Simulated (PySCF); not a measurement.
Spinor energies of Re⁴⁷⁺ (rhenium, charge +47)

Start: [Ar] 3d10. Calculated with PySCF 2.14 in an uncontracted even-tempered set (18 s from 4 bohr⁻², ratio 2.6; 15 p from 5.2 bohr⁻², ratio 2.6; 10 d from 5.2 bohr⁻², ratio 2.6; 5 f from 5.4 bohr⁻², ratio 2.8): generalised Hartree-Fock with the X2C-1e Hamiltonian and a Gaussian nucleus; spin-orbit coupling (SO) screened by Boettger's factors.

```json
{"spinor shell": "1s1/2", "electrons": "2", "ε, screened SO (eV)": "-74509.3", "weight of nominal j (screened SO)": "1.000", "rms radius, screened SO (bohr)": "0.0204"}
{"spinor shell": "2s1/2", "electrons": "2", "ε, screened SO (eV)": "-15035.6", "weight of nominal j (screened SO)": "1.000", "rms radius, screened SO (bohr)": "0.0822"}
{"spinor shell": "2p1/2", "electrons": "2", "ε, screened SO (eV)": "-14481.3", "weight of nominal j (screened SO)": "1.000", "rms radius, screened SO (bohr)": "0.0698"}
{"spinor shell": "3s1/2", "electrons": "2", "ε, screened SO (eV)": "-5257.4", "weight of nominal j (screened SO)": "1.000", "rms radius, screened SO (bohr)": "0.206"}
{"spinor shell": "3p1/2", "electrons": "2", "ε, screened SO (eV)": "-5015.7", "weight of nominal j (screened SO)": "1.000", "rms radius, screened SO (bohr)": "0.197"}
{"spinor shell": "3p3/2", "electrons": "4", "ε, screened SO (eV)": "-4680.1", "weight of nominal j (screened SO)": "1.000", "rms radius, screened SO (bohr)": "0.211"}
{"spinor shell": "3d3/2", "electrons": "4", "ε, screened SO (eV)": "-4290.5", "weight of nominal j (screened SO)": "1.000", "rms radius, screened SO (bohr)": "0.185"}
{"spinor shell": "3d5/2", "electrons": "6", "ε, screened SO (eV)": "-4217.5", "weight of nominal j (screened SO)": "1.000", "rms radius, screened SO (bohr)": "0.189"}
```

Task: Where does 2p3/2 lie, and what is the 2p spin-orbit splitting (screened SO)?

Result: At -13028.7 eV, 1452.6 eV above 2p1/2.

```json
{"quantity": "E (hartree)", "screened SO": "-15128.13659"}
{"quantity": "M_J", "screened SO": "0"}
{"quantity": "⟨J²⟩", "screened SO": "0.000"}
{"quantity": "⟨L²⟩", "screened SO": "0.065"}
{"quantity": "⟨S²⟩", "screened SO": "0.065"}
```

Breit and QED terms are absent; they matter most for the inner s and p1/2 levels.

Densities and radii are taken from the X2C orbitals without a picture-change correction, which distorts them close to the nucleus.
